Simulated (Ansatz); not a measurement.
Molecule: sum formula GeSiH4, charge 1, multiplicity 2. 
Structure (B3LYP-D3(BJ)/def2-TZVP (Ansatz, a program for electronic structure) minimum search):
```
Ge
H 1 1.5230
H 1 1.5230 2 119.82
Si 1 2.2881 2 120.09 3 -180.00
H 4 1.4683 1 119.77 2 0.00
H 4 1.4683 5 120.46 1 -180.00
```
Charge +1, spin multiplicity 2.

Basis-set convergence of Hartree-Fock and MP2 correlation energies (hartree) with Ansatz. Correlated levels leave the core frozen unless marked. UHF or UKS for open shells. No spin-orbit coupling. Frozen are the shells of the preceding noble gas and the d and f shells that filled before the atom's block. No relativistic terms.

```tsv
basis	functions	E(HF)	E(corr, MP2)
def2-SVP	70	-2365.95917	-0.16106
def2-TZVPP	146	?	?
```

Fill in the missing entries.


- def2-TZVPP, E(HF): -2366.32825
- def2-TZVPP, E(corr, MP2): -0.19762
